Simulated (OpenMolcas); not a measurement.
## Ionisation energies of manganese

```
Program             : OpenMolcas
Basis               : ANO-RCC-VTZP [6s5p3d2f1g]
Scalar Hamiltonian  : DKH2, point nucleus
Spin-orbit coupling : state interaction with AMFI integrals over the reference wave functions, term energies averaged over their components
```

Active shells in each charge state: the valence d shell, with orbitals averaged over the low states. Where CASPT2's correlated closed shells are named, they are those of the first ion.

A. CASSCF
B. SS-CASPT2, IPEA 0.25 Eh, imaginary shift 0.1 Eh (closed shells correlated: 3s 3p)
C. SS-CASPT2, IPEA 0.25 Eh, imaginary shift 0.1 Eh (closed shells correlated: 2s 2p 3s 3p)
D. SS-CASPT2, IPEA 0.25 Eh, imaginary shift 0.1 Eh (closed shells correlated: none)
E. SS-CASPT2, IPEA 0 Eh, imaginary shift 0.1 Eh (closed shells correlated: 3s 3p)

Energies in eV between the lowest computed levels, named as in B; reference values from the NIST Atomic Spectra Database with their kind.

```
           From               To        A        B        C        D        E  Spin-orbit share in B                Reference
Mn2+ 3d⁵ ⁶S_5/2     Mn3+ 3d⁴ ⁵D₀   32.556   33.937   33.950   33.498   34.037                 -0.070        33.668 (measured)
   Mn3+ 3d⁴ ⁵D₀  Mn4+ 3d³ ⁴F_3/2   50.294   51.429   51.448   50.978   51.480                 -0.037  51.210 (semi-empirical)
Mn4+ 3d³ ⁴F_3/2     Mn5+ 3d² ³F₂   71.462   72.352   72.372   71.849   72.414                 -0.013  72.410 (semi-empirical)
   Mn5+ 3d² ³F₂   Mn6+ 3d ²D_3/2   94.748   95.407   95.425   94.884   95.460                 +0.021        95.604 (measured)
 Mn6+ 3d ²D_3/2     Mn7+ 3p⁶ ¹S₀  118.272  118.879  118.872  118.272  118.928                 +0.099       119.203 (measured)
```

Error against the reference values, in %:

| From | Reference | A | B | C | D | E |
| --- | --- | --- | --- | --- | --- | --- |
| Mn2+ | measured | -3.3 | +0.8 | +0.8 | -0.5 | +1.1 |
| Mn3+ | semi-empirical | -1.8 | +0.4 | +0.5 | -0.5 | +0.5 |
| Mn4+ | semi-empirical | -1.3 | -0.1 | -0.1 | -0.8 | 0 |
| Mn5+ | measured | -0.9 | -0.2 | -0.2 | -0.8 | -0.2 |
| Mn6+ | measured | -0.8 | -0.3 | -0.3 | -0.8 | -0.2 |

Mean absolute error over the 3 measured values: A 0.97 eV, B 0.26 eV, C 0.26 eV, D 0.61 eV, E 0.26 eV.

The lowest level within the active space need not be the ion's true ground level.
